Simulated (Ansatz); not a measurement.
CAlClN, SMILES `N#[C][Al-][Cl]` (lower singlet) (charge -1, multiplicity 1). This singlet lies 1.42 eV below the relaxed triplet at the level frozen-core CCSD(T)/aug-cc-pVTZ // PBE0-D3(BJ)/def2-TZVPD (Ansatz, a program for electronic structure).

Cartesian coordinates (Å):
```xyz
4

N     -2.0370    -0.4024     0.4584
C     -0.9535     0.0023     0.5496
Al     0.8166     1.0903     0.7789
Cl     2.1739    -0.6902     0.4628
```
Charge -1, spin multiplicity 1.

The restricted HF start is unstable towards unrestricted orbitals.

Q: Give the natural occupations of the active orbitals, the CASSCF energy and the corrected energy for frozen-core fic-MRCISD+Q@CASSCF(6e,6o)/aug-cc-pVTZ // PBE0-D3(BJ)/def2-TZVPD (Ansatz).

A: 
```json
{
 "natural_occupations": "1.98, 1.95, 1.94, 0.06, 0.05, 0.02",
 "CASSCF energy": "-794.0249 Ha",
 "corrected_energy": "-794.5511 Ha",
 "weight_of_the_reference": "0.866"
}
```
